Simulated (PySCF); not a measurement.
**Splitting trees**

Atom-mapped SMILES (the numbers label the heavy atoms): `[OH:1][B:2]([OH:3])[CH2:4][B:5]([F:6])[F:7]` (H(Xn): hydrogen on atom n).

Theoretical values (PySCF 2.14.0 with density-fitted response routines): J couplings at B3LYP/pcJ-1 (spin–dipole term only in couplings to heteroatoms), PBE0-D3(BJ)/def2-SVP geometry, GIAO KT3/pcSseg-2 shieldings. No solvent model, no relativistic terms, averaged over atoms made equivalent by symmetry, fast rotation or ring inversion, a single conformation.

Shifts are taken against calculated references (same method and geometry level): 1H (31.35 ppm), 13C (181.31 ppm) against TMS; CFCl3 for 19F (146.91 ppm).

Spectrometer: 400 MHz for 1H. First-order analysis; couplings under 1 Hz (under 4 Hz in carbon signals) are ignored, and nearly equal couplings are merged; the smaller ones broaden or split the lines further.

(1) What pattern does H(C4) show (1H)?

(2) What pattern does F6/F7 show (19F)?

(3) What pattern does C4 show in the proton-coupled 13C spectrum?

## Answers

(1) A triplet at δ 0.77: 9.8 Hz to F6/F7 (2 × 19F, 3 bonds away). Lines in Hz from the centre (relative intensity): +9.8 (1), +0.0 (2), -9.8 (1). The outer lines are 19.6 Hz apart, the sum of the couplings kept, or 0.049 ppm at this field.

(2) A triplet at δ -95.8: 9.8 Hz to H(C4) (2 × 1H, 3 bonds away). Lines in Hz from the centre (relative intensity): +9.8 (1), +0.0 (2), -9.8 (1). The outer lines are 19.6 Hz apart, the sum of the couplings kept, or 0.052 ppm at this field.

(3) A triplet of triplets at δ 1.5: 129.4 Hz to H(C4) (2 × 1H, 1 bond away), 27.2 Hz to F6/F7 (2 × 19F, 2 bonds away). Lines in Hz from the centre (relative intensity): +156.6 (1), +129.4 (2), +102.2 (1), +27.2 (2), +0.0 (4), -27.2 (2), -102.2 (1), -129.4 (2), -156.6 (1). The outer lines are 313.2 Hz apart, the sum of the couplings kept, or 3.114 ppm at this field.

The OH or NH signal is concentration- and solvent-dependent in practice; the value given is the gas-phase one. Only one conformer was computed, so three-bond couplings in flexible chains and rings are approximate.
